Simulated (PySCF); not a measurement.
```xyz
3
charge 0 multiplicity 6, angstrom
Fe    0.0000    0.0000   -1.0321
O     0.0000    0.0000   -2.6707
Br    0.0000    0.0000    1.2732
```

Method: UPBE/[Fe def2-SVP, O def2-SVP, Br def2-SVP], no relativity, density fitting, PySCF.

This geometry of FeOBr is a stationary point at this level.

(1) What is the point group?

(2) Is it a minimum?

(3) Which band is strongest in the infrared?

(4) What are the dipole moment and the gap between the highest occupied and lowest empty levels of either spin?

Answers

(1) C∞v.

(2) No: it has 2 imaginary modes (one degenerate set), at 95i cm⁻¹ (π).

(3) 894 cm⁻¹ (σ+), 66 km/mol.

(4) 0.08 D and 0.36 eV.

Other isomers or separated fragments may lie lower. With open d or f shells other occupations or spin states may lie lower. At this level a sextet minimum of Cs symmetry lies 3 kJ/mol below this structure.
